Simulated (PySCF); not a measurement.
**Worked example: entropy of an ideal gas**

Te(SH)(SeH) (H2SSeTe), SMILES [SeH][Te]S.

Geometry: PBE0-D3(BJ)/def2-SVP. The def2 effective core potentials stand for the cores of Te; spin–orbit coupling is left out. Other conformers were not sampled.

PBE0-D3(BJ)/def2-SVP (PySCF) gives the harmonic wavenumbers 104, 244, 285, 307, 351, 692, 764, 2426, 2697 cm⁻¹ and the rotational temperatures 0.1991, 0.0572, 0.0450 K. The molar mass is 240.65 g/mol, the symmetry number 1, the spin multiplicity 1.

Problem. Work out the entropy at 298.15 K and 1 atm in the rigid-rotor, harmonic-oscillator model.

Solution. 
Translation (Sackur–Tetrode at 1 atm): S = R[1.5 ln M + 2.5 ln T − 1.16487] = 177.1 J/(mol K).
Rotation: q = (√π/σ) T^1.5/√(θA θB θC) = 403000, S = R[ln q + 3/2] = 119.8 J/(mol K).
Vibration: with u = 1.4388 ν/T, each mode gives R[u/(e^u − 1) − ln(1 − e^−u)]:
```json
[
 {"ν (cm⁻¹)": "104", "modes": "1", "u": "0.50", "S (J/(mol K))": "14.13"},
 {"ν (cm⁻¹)": "244", "modes": "1", "u": "1.18", "S (J/(mol K))": "7.42"},
 {"ν (cm⁻¹)": "285", "modes": "1", "u": "1.38", "S (J/(mol K))": "6.29"},
 {"ν (cm⁻¹)": "307", "modes": "1", "u": "1.48", "S (J/(mol K))": "5.77"},
 {"ν (cm⁻¹)": "351", "modes": "1", "u": "1.69", "S (J/(mol K))": "4.86"},
 {"ν (cm⁻¹)": "692", "modes": "1", "u": "3.34", "S (J/(mol K))": "1.32"},
 {"ν (cm⁻¹)": "764", "modes": "1", "u": "3.69", "S (J/(mol K))": "1.00"}
]
```
The stiffer modes add less than 0.005 each. Sum 40.8 J/(mol K).
Spin: R ln 1 = 0.0 J/(mol K).
Total 337.7 J/(mol K); the program's own thermochemistry gives 337.7. Translation makes up 52 % and vibration 12 %. Anharmonicity, hindered rotation and orbital degeneracy are left out.
